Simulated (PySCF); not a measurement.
**Computed vibrations of Bi(BH4)3**

Bi(BH4)3 (singlet). PySCF 2.14.0, RKS PBE0, Bi def2-SVP with ECP60, B def2-SVP, H def2-SVP; non-relativistic Hamiltonian with scalar-relativistic core potentials where named; density fitting; no spin-orbit coupling. Central differences of gradients.

```xyz
16

Bi    0.0000    0.0000    0.0000
B     2.4886    0.0387    0.0000
H     3.6981   -0.0396    0.0000
H     2.0057   -0.5679    1.0036
H     2.0057   -0.5679   -1.0036
H     2.1041    1.2193    0.0000
B    -1.2778    2.1358    0.0000
H    -1.8148    3.2225    0.0000
H    -0.5110    2.0210    1.0036
H    -0.5110    2.0210   -1.0036
H    -2.1080    1.2126    0.0000
B    -1.2108   -2.1745    0.0000
H    -1.8834   -3.1829    0.0000
H    -1.4947   -1.4530    1.0036
H    -1.4947   -1.4530   -1.0036
H     0.0039   -2.4319    0.0000
```

Run from Python with OMP_NUM_THREADS=2. Where DIIS fails, smearing, a level shift and second-order steps follow.
It took 2.5 min on 2 threads of Arm Neoverse V1, on a shared host.

Problem. What are the harmonic wavenumbers and infrared intensities?

Solution. Modes are labelled in C3h; negative numbers are unstable modes, those under 60 cm⁻¹ near the noise; a finer grid moves soft modes by up to 10 cm⁻¹.
| cm⁻¹ | km/mol | symmetry |
| --- | --- | --- |
| -220 | – | a'' |
| 96 | 0.4 | e' |
| 96 | 0.4 | e' |
| 104 | 0.0 | e'' |
| 104 | 0.0 | e'' |
| 163 | 8.2 | a'' |
| 304 | 124.5 | e' |
| 304 | 124.5 | e' |
| 340 | 21.5 | a'' |
| 380 | 0.0 | a' |
| 427 | 178.3 | e' |
| 427 | 178.3 | e' |
| 485 | 0.0 | a' |
| 529 | 0.0 | e'' |
| 529 | 0.0 | e'' |
| 1028 | 189.0 | e' |
| 1028 | 189.0 | e' |
| 1055 | 0.0 | a' |
| 1059 | 0.0 | a' |
| 1065 | 27.3 | e' |
| 1065 | 27.3 | e' |
| 1069 | 33.6 | a'' |
| 1071 | 0.0 | e'' |
| 1071 | 0.0 | e'' |
| 1142 | 1.5 | a'' |
| 1162 | 0.0 | e'' |
| 1162 | 0.0 | e'' |
| 1195 | 15.1 | e' |
| 1195 | 15.1 | e' |
| 1222 | 0.0 | a' |
| 2124 | 98.2 | a'' |
| 2184 | 0.0 | e'' |
| 2184 | 0.0 | e'' |
| 2190 | 348.4 | e' |
| 2190 | 348.4 | e' |
| 2202 | 0.0 | a' |
| 2364 | 0.0 | a' |
| 2365 | 45.6 | e' |
| 2365 | 45.6 | e' |
| 2586 | 0.0 | a' |
| 2587 | 92.4 | e' |
| 2587 | 92.4 | e' |

Problem. Is this a minimum?

Solution. No: 1 unstable; the lowest moves the atoms so:
```
Bi   0.00  0.00  0.02
B    0.00  0.00 -0.08
H    0.00  0.00 -0.43
H    0.19 -0.14 -0.11
H   -0.19  0.14 -0.11
H    0.00  0.00  0.11
B    0.00  0.00 -0.08
H    0.00  0.00 -0.43
H    0.02  0.23 -0.11
H   -0.02 -0.23 -0.11
H    0.00  0.00  0.11
B    0.00  0.00 -0.08
H    0.00  0.00 -0.43
H   -0.21 -0.10 -0.11
H    0.21  0.10 -0.11
H    0.00  0.00  0.11
```
